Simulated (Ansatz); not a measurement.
**One arrangement of a pair**

The pair of CH3Cl (SMILES CCl, atoms 1–5) and H2Te (SMILES [TeH2], atoms 6–8), both closed shells, in one local arrangement (a lower one may exist), relaxed at PBE0-D4/def2-TZVP:

```csv
atom,x (Å),y (Å),z (Å)
C1,-0.0921,-0.0709,-1.4875
Cl2,1.3890,-0.9213,-1.0022
H3,0.1893,0.8584,-1.9774
H4,-0.6799,0.1310,-0.5937
H5,-0.6461,-0.7083,-2.1725
Te6,-0.6707,-0.1528,2.6776
H7,0.6444,-0.5444,1.7492
H8,-0.1341,1.4083,2.8064
```

Computed with Ansatz 0.2.0 (basis: def2-TZVPPD, with def2-QZVPPD for the basis limit); correlated methods freeze the cores. Filled d shells of the heavier atoms are correlated. Core potentials replace the inner electrons of the atoms past krypton. The def2 sets are not built for correlating such inner shells, so the correlated values are less sure here. B3LYP uses VWN-RPA correlation. Extrapolation: Hartree–Fock as exp(−7.88 √X), correlation as X^−2.97. Interaction energies count from these two fragments, frozen as in the pair, with the counterpoise correction; negative means bound.

Task: What is the interaction energy by CCSD(T) at an estimated basis limit (MP2 extrapolated from triple and quadruple zeta, plus CCSD(T) − MP2 in triple zeta)? (An estimate is asked for; the value comes from the calculation.)

Result: Computed: -1.93 kcal/mol. Hartree–Fock alone gives 0.86 kcal/mol at the basis limit, so without correlation the pair would not bind at this distance. It counts from the two fragments frozen as in the pair.

The same quantity by other methods in triple zeta, and each one's difference from that estimate:
```tsv
method	E_int (kcal/mol)	difference
PBE-D4	-2.46	-0.53
revPBE-D4	-2.13	-0.20
BLYP-D4	-2.06	-0.13
r2SCAN-D4	-1.75	0.18
B97M-V	-1.79	0.14
PBE0-D4	-2.23	-0.30
B3LYP-D4	-2.07	-0.14
HSE06-D4	-2.24	-0.31
wB97X-V	-1.77	0.17
wB97M-V	-1.80	0.13
B2PLYP	-0.82	1.11
HF	0.84	2.78
MP2	-1.90	0.03
CCSD	-1.11	0.82
CCSD(T)	-1.49	0.44
```
Differences are method less estimate.

Task: Which atoms make the shortest contact between the fragments?

Result: H4 and H7, 2.77 Å apart.

Basis-set superposition shift (counterpoise-corrected less uncorrected): CCSD(T) 0.79; MP2 0.77; HF 0.04; PBE0-D4 0.04; wB97M-V 0.07 kcal/mol.

The T1 diagnostic stays at or below 0.011.

For scale, one of the runs: CCSD(T)/def2-TZVPPD, 232 basis functions, launched by `ansatz run in.yaml --threads 4 --pin off --events-out ev --progress --plain --max-ram 9574MiB`. The run took 3.1 min on 4 CPU threads of an Arm Neoverse N1 (shared host), with 4.4 GiB of host memory at its peak.
